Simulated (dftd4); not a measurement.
C₃H₈Si, triplet, at the geometry of the source list (a higher spin typed on purpose: for a closed-shell molecule this is an excited state); D4 for tpss (dftd4).

Here is a job for dftd4.
```
$ dftd4 mol.xyz --func tpss --charge 0 --json dftd4.json --noedisp --property

# file mol.xyz
12

C      0.73080000     0.28530000     0.78140000
C      0.81290000    -0.81900000    -0.29210000
Si    -0.98180000    -0.45530000    -0.84250000
C     -0.56640000     0.99130000     0.33690000
H      1.60120000     0.94110000     0.80280000
H      0.61410000    -0.14870000     1.77440000
H      1.56060000    -0.59170000    -1.05070000
H      1.04610000    -1.80480000     0.10510000
H     -1.98680000    -1.39520000    -0.34160000
H     -1.21750000    -0.14490000    -2.25260000
H     -0.36160000     1.93100000    -0.17410000
H     -1.25170000     1.21090000     1.15310000
```

It wrote (shortened):

```
                    ____  _____ _____     ____  _  _
      -------------|  _ \|  ___|_   _|---|  _ \| || |------------
     |             | | | | |_    | | ___ | | | | || |_           |
     |             | |_| |  _|   | ||___|| |_| |__   _|          |
     |             |____/|_|     |_|     |____/   |_|            |
     |             ===================================           |
     |            E. Caldeweyher, S. Ehlert & S. Grimme          |
     |          Mulliken Center for Theoretical Chemistry        |
     |                    University of Bonn                     |
      -----------------------------------------------------------

Rational (Becke-Johnson) damping: tpss-D4-ATM
---------------------
  s6         1.0000
  s8         1.7660
  s9         1.0000
  a1         0.4282
  a2         4.5426
 alp        16.0000
--------------------

Atomic data, radii in Ångström:
------------------------------------------------------
   Z          R(cov)      r4/r2   hardness         EN
------------------------------------------------------
   6 C        1.0000     1.6431     0.4220     2.5500
  14 Si       1.3867     2.5839     0.3054     1.9000
   1 H        0.4267     1.0622     0.4726     2.2000
------------------------------------------------------

Atomic reference systems (in atomic units):
----------------------------------------------------------------------------
   Z        #      CN     q+Z       C6(AA)   #      CN     q+Z       C6(AA)
----------------------------------------------------------------------------
   6 C      1  0.0000  6.0000      49.3833   2  0.9189  5.8288      52.1688
            3  1.9079  5.8579      35.6972   4  2.8312  5.7775      35.8445
            5  3.7487  5.7435      28.6317   6  2.9183  5.8956      32.2504
            7  0.8556  6.2103      25.6194
  14 Si     1  0.0000 14.0000     321.4498   2  0.8915 14.0165     270.4983
            3  1.8234 13.9936     236.2774   4  2.8003 13.9692     228.3542
            5  3.6668 13.9341     158.2713
   1 H      1  0.0000  1.0000       7.6362   2  0.8942  1.0000       3.0374
----------------------------------------------------------------------------

Atomic properties (in atomic units):
----------------------------------------------------------------------------
     #    Z              CN          q      C6(AA)        C8(AA)   alpha(0)
----------------------------------------------------------------------------
     1    6 C        4.1065    -0.1629     26.3878      763.1815     7.3878
     2    6 C        3.7227    -0.2068     27.6136      798.6344     7.5927
     3   14 Si       3.8926     0.0210    154.7771    11070.6864    22.9651
     4    6 C        3.7227    -0.2068     27.6137      798.6355     7.5927
     5    1 H        0.9245     0.0803      1.9756       23.8820     2.1981
     6    1 H        0.9245     0.0824      1.9549       23.6314     2.1865
     7    1 H        0.9246     0.0825      1.9530       23.6091     2.1855
     8    1 H        0.9248     0.0804      1.9751       23.8754     2.1977
     9    1 H        0.9181     0.0343      2.5273       30.5503     2.4864
    10    1 H        0.9184     0.0326      2.5508       30.8349     2.4979
    11    1 H        0.9246     0.0825      1.9530       23.6089     2.1854
    12    1 H        0.9247     0.0804      1.9751       23.8756     2.1977
----------------------------------------------------------------------------

Molecular properties (in atomic units):
----------------------------------------
 molecular C6                1557.2354
 molecular C8               52060.6657
----------------------------------------

Dispersion energy:      -1.1810110802967E-02 Eh

[Info] JSON dump of results written to 'dftd4.json'
```
